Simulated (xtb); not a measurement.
Input for xtb: GFN2-xTB on LiP+, 2S+1 = 4, a spin state set in the input, which need not be the lowest, a point of a bond scan (R = 2.648 Å). Charge +1.

```
$ xtb mol.xyz --gfn 2 --sp --chrg 1 --uhf 3
2

Li     0.00000000     0.00000000     0.00000000
P      0.00000000     0.00000000     2.64753500
```

Program output:

```
[...]
           -------------------------------------------------
          |                Calculation Setup                |
           -------------------------------------------------



           -------------------------------------------------
          |                 G F N 2 - x T B                 |
           -------------------------------------------------

        Reference                      10.1021/acs.jctc.8b01176
      * Hamiltonian:
        H0-scaling (s, p, d)           1.850000    2.230000    2.230000
        zeta-weighting                 0.500000
      * Dispersion:
        s8                             2.700000
        a1                             0.520000
        a2                             5.000000
        s9                             5.000000
      * Repulsion:
        kExp                           1.500000    1.000000
        rExp                           1.000000
      * Coulomb:
        alpha                          2.000000
        third order                    shell-resolved
        anisotropic                    true
        a3                             3.000000
        a5                             4.000000
        cn-shift                       1.200000
        cn-exp                         4.000000
        max-rad                        5.000000


          ...................................................
          :                      SETUP                      :
          :.................................................:
          :  # basis functions                  14          :
          :  # atomic orbitals                  13          :
          :  # shells                            5          :
          :  # electrons                         5          :
          :  max. iterations                   250          :
          :  Hamiltonian                  GFN2-xTB          :
          :  restarted?                      false          :
          :  GBSA solvation                  false          :
          :  PC potential                    false          :
          :  electronic temp.          300.0000000     K    :
          :  accuracy                    1.0000000          :
          :  -> integral cutoff          0.2500000E+02      :
          :  -> integral neglect         0.1000000E-07      :
          :  -> SCF convergence          0.1000000E-05 Eh   :
          :  -> wf. convergence          0.1000000E-03 e    :
          :  Broyden damping             0.4000000          :
          :  net charge                          1          :
          :  unpaired electrons                  3          :
          ...................................................

 iter      E             dE          RMSdq      gap      omega  full diag
   1     -2.1857316 -0.218573E+01  0.169E+01    0.73       0.0  T
   2     -2.2424910 -0.567594E-01  0.585E+00    2.77       1.0  T
   3     -2.2438214 -0.133039E-02  0.394E+00    2.29       1.0  T
   4     -2.2435530  0.268384E-03  0.778E-01    2.15       1.0  T
   5     -2.2438449 -0.291909E-03  0.220E-01    2.36       1.0  T
   6     -2.2438434  0.145108E-05  0.917E-02    2.38       1.0  T
   7     -2.2438450 -0.154367E-05  0.386E-02    2.37       1.8  T
   8     -2.2438451 -0.147811E-06  0.128E-02    2.37       5.5  T
   9     -2.2438451 -0.154757E-07  0.491E-03    2.37      14.4  T
  10     -2.2438451 -0.207323E-08  0.757E-05    2.37     934.0  T
  11     -2.2438451 -0.424993E-12  0.476E-05    2.37    1486.1  T

   *** convergence criteria satisfied after 11 iterations ***

         #    Occupation            Energy/Eh            Energy/eV
      -------------------------------------------------------------
         1        2.0000           -0.8329875             -22.6667
         2        1.0000           -0.5569876             -15.1564
         3        1.0000           -0.5418889             -14.7455
         4        1.0000           -0.5418889             -14.7455 (HOMO)
         5                         -0.4548643             -12.3775 (LUMO)
         6                         -0.2998106              -8.1583
         7                         -0.2998106              -8.1583
         8                         -0.1694860              -4.6119
         9                         -0.1643436              -4.4720
       ...                                ...                  ...
        13                         -0.0349566              -0.9512
      -------------------------------------------------------------
                  HL-Gap            0.0870245 Eh            2.3681 eV
             Fermi-level           -0.5966821 Eh          -16.2365 eV

 SCC (total)                   0 d,  0 h,  0 min,  0.003 sec
 SCC setup                      ...        0 min,  0.000 sec (  5.647%)
 Dispersion                     ...        0 min,  0.000 sec (  1.491%)
 classical contributions        ...        0 min,  0.000 sec (  1.498%)
 integral evaluation            ...        0 min,  0.000 sec ( 12.033%)
 iterations                     ...        0 min,  0.002 sec ( 57.351%)
 molecular gradient             ...        0 min,  0.000 sec ( 14.763%)
 printout                       ...        0 min,  0.000 sec (  6.377%)

         :::::::::::::::::::::::::::::::::::::::::::::::::::::
         ::                     SUMMARY                     ::
         :::::::::::::::::::::::::::::::::::::::::::::::::::::
         :: total energy              -2.242519413119 Eh    ::
         :: gradient norm              0.004505581490 Eh/a0 ::
         :: HOMO-LUMO gap              2.368058177684 eV    ::
         ::.................................................::
         :: SCC energy                -2.243845142750 Eh    ::
         :: -> isotropic ES            0.127060960227 Eh    ::
         :: -> anisotropic ES         -0.003178993356 Eh    ::
         :: -> anisotropic XC         -0.000881752272 Eh    ::
         :: -> dispersion             -0.000336804467 Eh    ::
         :: repulsion energy           0.001325729631 Eh    ::
         :: add. restraining           0.000000000000 Eh    ::
         :: total charge               1.000000000000 e     ::
         :::::::::::::::::::::::::::::::::::::::::::::::::::::

           -------------------------------------------------
          |                Property Printout                |
           -------------------------------------------------

    * Orbital Energies and Occupations

         #    Occupation            Energy/Eh            Energy/eV
      -------------------------------------------------------------
         1        2.0000           -0.8329875             -22.6667
         2        1.0000           -0.5569876             -15.1564
         3        1.0000           -0.5418889             -14.7455
         4        1.0000           -0.5418889             -14.7455 (HOMO)
         5                         -0.4548643             -12.3775 (LUMO)
         6                         -0.2998106              -8.1583
         7                         -0.2998106              -8.1583
         8                         -0.1694860              -4.6119
         9                         -0.1643436              -4.4720
        10                         -0.1643436              -4.4720
        11                         -0.1486365              -4.0446
        12                         -0.1486365              -4.0446
        13                         -0.0349566              -0.9512
      -------------------------------------------------------------
                  HL-Gap            0.0870245 Eh            2.3681 eV
             Fermi-level           -0.5966821 Eh          -16.2365 eV

     #   Z          covCN         q      C6AA      α(0)
     1   3 Li       0.754     0.718    39.036    20.165
Note: The following floating-point exceptions are signalling: IEEE_DENORMAL
normal termination of xtb
     2  15 P        0.754     0.282   173.398    24.478

 Mol. C6AA /au·bohr⁶  :        345.739951
 Mol. C8AA /au·bohr⁸  :      21184.155573
 Mol. α(0) /au        :         44.642506


Wiberg/Mayer (AO) data.
largest (>0.10) Wiberg bond orders for each atom

 ---------------------------------------------------------------------------
     #   Z sym  total        # sym  WBO       # sym  WBO       # sym  WBO
 ---------------------------------------------------------------------------
     1   3 Li   0.504 --     2 P    0.504
     2  15 P    0.504 --     1 Li   0.504
 ---------------------------------------------------------------------------

Topologies differ in total number of bonds
Writing topology from bond orders to xtbtopo.mol

molecular dipole:
                 x           y           z       tot (Debye)
 q only:        0.000       0.000       1.410
   full:        0.000       0.000       0.904       2.297
molecular quadrupole (traceless):
                xx          xy          yy          xz          yz          zz
 q only:       -3.526       0.000      -3.526       0.000       0.000       7.053
  q+dip:       -3.601       0.000      -3.601       0.000       0.000       7.202
   full:       -2.951       0.000      -2.951       0.000       0.000       5.902


           -------------------------------------------------
          | TOTAL ENERGY               -2.242519413119 Eh   |
          | GRADIENT NORM               0.004505581490 Eh/α |
          | HOMO-LUMO GAP               2.368058177684 eV   |
           -------------------------------------------------

------------------------------------------------------------------------
------------------------------------------------------------------------
 total:
 SCF:
```

The run finished.

Cost: about 0.07 core-seconds (a rough figure).
